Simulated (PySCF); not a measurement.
Geometry (Å), atoms numbered from 1 in this order:
```xyz
33

C    -3.4469   -1.0856   -0.5715
C    -3.2355    0.3983   -0.2947
C    -4.5671    1.1125   -0.0968
C    -2.3171    0.6444    0.9040
C    -0.9187    0.0803    0.7621
O    -0.3293    0.6103   -0.3924
C     0.8748    0.0094   -0.7792
C     2.0585    0.3887    0.0993
C     3.4194   -0.0400   -0.4517
C     4.5454    0.5329    0.4013
C     3.5496   -1.5558   -0.5728
H    -3.8945   -1.5934    0.3001
H    -2.5029   -1.5986   -0.8110
H    -4.1234   -1.2349   -1.4274
H    -2.7326    0.8381   -1.1730
H    -5.2222    0.9915   -0.9737
H    -5.1059    0.7095    0.7776
H    -4.4243    2.1919    0.0694
H    -2.7707    0.2186    1.8172
H    -2.2356    1.7316    1.0732
H    -0.3288    0.3272    1.6669
H    -0.9472   -1.0277    0.6986
H     1.0660    0.3461   -1.8119
H     0.7513   -1.0923   -0.8154
H     2.0405    1.4856    0.2181
H     1.9342   -0.0355    1.1121
H     3.5145    0.3896   -1.4674
H     4.4846    1.6304    0.4648
H     5.5333    0.2714   -0.0090
H     4.4979    0.1373    1.4297
H     4.5465   -1.8379   -0.9457
H     2.8077   -1.9870   -1.2614
H     3.4147   -2.0389    0.4098
```

Geometry: PBE0-D3(BJ)/def2-SVP; GIAO shifts from PySCF 2.14, gas phase, non-relativistic, averaged over equivalent atoms.

At wB97X-D/pcSseg-1 (297 basis functions):
| atoms | δ (ppm) |
| --- | --- |
| C5/C7 | 69.6 |
| C4/C8 | 39.5 |
| C2/C9 | 25.5 |
| C1/C3/C10/C11 | 23.8 |
| O6 | 36.1 |
| H21/H22/H23/H24 | 3.32 |
| H15/H27 | 1.50 |
| H19/H20/H25/H26 | 1.22 |
| H12/H13/H14/H16/H17/H18/H28/H29/H30/H31/H32/H33 | 0.88 |

δ = σ(ref) − σ, references computed at the same level: TMS for ¹³C (184.54 ppm), ¹H (31.38 ppm); H2O for ¹⁷O (333.19 ppm).

Predict the values at PBE0/pcSseg-1 on the same geometry.

## Answers


```tsv
atoms	δ at PBE0/pcSseg-1	change
C5/C7	70.0	+0.4
C4/C8	39.9	+0.4
C2/C9	26.2	+0.7
C1/C3/C10/C11	23.8	+0.0
O6	42.3	+6.2
H21/H22/H23/H24	3.36	+0.04
H15/H27	1.57	+0.07
H19/H20/H25/H26	1.24	+0.02
H12/H13/H14/H16/H17/H18/H28/H29/H30/H31/H32/H33	0.87	-0.01
```

Shifts are taken against calculated references (same method and geometry level): TMS for ¹³C (σ = 184.41 ppm), ¹H (σ = 31.27 ppm); ¹⁷O (σ = 334.56 ppm) vs H2O.

The largest change is at O6 (ether oxygen). Cost: 297 basis functions. The order of the carbon signals is the same at both levels.

Experimental scales use liquid or dissolved standards, which lie at an offset from isolated H2O (liquid H2O: subtract about 36 ppm).
